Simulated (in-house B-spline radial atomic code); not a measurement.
Checks on a self-consistent run for Ho⁴⁰⁺, [Ar] (3d3/2)4 (3d5/2)5. Method: Dirac-Hartree-Fock, average of the jj configuration, Fermi nucleus of rms radius 5.2022 fm. Calculated with an all-electron radial atomic-structure program (B-spline basis).

```
orbital  q       ε (Eh)    <1/r>         <r²>  small-component weight
  1s1/2  2  -2126.14720  76.0448  0.000587879                 0.06275
  2s1/2  2   -416.61626  18.3234    0.0090405                0.014075
  2p1/2  2   -399.46213  18.2446   0.00655244                0.014066
  2p3/2  4   -367.58599  15.9243    0.0077466                0.012973
  3s1/2  2   -143.22660  6.87374      0.05704               0.0047476
  3p1/2  2   -135.94318  6.78568    0.0525969               0.0046801
  3p3/2  4   -128.64088  6.19736    0.0584943               0.0043906
  3d3/2  4   -116.81299  6.06842    0.0453802               0.0042427
  3d5/2  5   -115.20718  5.92329    0.0470058               0.0041588
```

Electron-electron repulsion V_ee = 2093.5936 hartree.

Question: What total energy follows from the eigenvalues?

Answer: The eigenvalues count the repulsion twice, so E = Σqε - V_ee = -9470.986 - 2093.594 = -11564.580 hartree; the run printed -11564.580.

Question: Does the Dirac virial theorem hold?

Answer: For a point nucleus E = -2c²Σq·w, with w the small-component weight. Here Σq·w = 0.30786 and c = 137.0360, so the ratio E/(-2c²Σq·w) is 1.000178; the finite nucleus accounts for the departure from 1.

Question: What diamagnetic shielding (Lamb formula) and susceptibility (Langevin formula) do the radii give?

Answer: σ = (α²/3)Σq<1/r> = 394.922/(3·137.036²) = 7010 ppm, and χ = -0.79199×10⁻⁶·Σq<r²> = -0.739×10⁻⁶ cm³/mol with Σq<r²> = 0.93315 bohr². Both are non-relativistic formulas without the paramagnetism of open shells; for so heavy an element the full relativistic shielding is larger by tens of per cent.
